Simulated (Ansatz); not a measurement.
Compare A (`[OH][GeH2][SiH](O)O`) with its isomer B (`O[SiH2][O][GeH2][OH]`).

Program: Ansatz. Geometries: PBE0-D4/def2-TZVP. ΔE: electronic, gas phase. CBS: MP2 limit from def2 TZ/QZ plus the TZ coupled-cluster correction, frozen cores. Functionals use def2-TZVPP. B3LYP here is the variant with VWN-RPA as its local correlation; programs differ in this. For Ge outer-core shells are correlated without core-valence functions, which leaves a few kJ/mol of doubt a bond. Scalar relativity is left out up to krypton. Each species was taken in one conformer, which may not be the lowest.

Which isomer does CCSD(T)/CBS put lower? Give the gap. (Best estimate.)

Computed: B, by 50.2 kJ/mol.

Give E(B) − E(A) in kJ/mol with B3LYP-D4, CCSD/def2-TZVPP, HF/def2-TZVPP, PBE0-D4, B3LYP, ωB97M-V, B2PLYP. (Best estimate.)

Ansatz gave: B3LYP-D4 -45.5, CCSD/def2-TZVPP -58.0, HF/def2-TZVPP -80.1, PBE0-D4 -35.6, B3LYP -48.0, ωB97M-V -47.4, B2PLYP -54.2. None reverses the order clearly.

Largest T1 diagnostic: 0.012.

In def2-TZVPP, CCSD(T) changes the Hartree–Fock value by +24.5 kJ/mol (the triples alone add +2.4 kJ/mol) and MP2 by +20.9 kJ/mol. From PBE to PBE0 (25 % exact exchange), in def2-TZVPP and without D4, E(B) − E(A) moves by −7.3 kJ/mol.
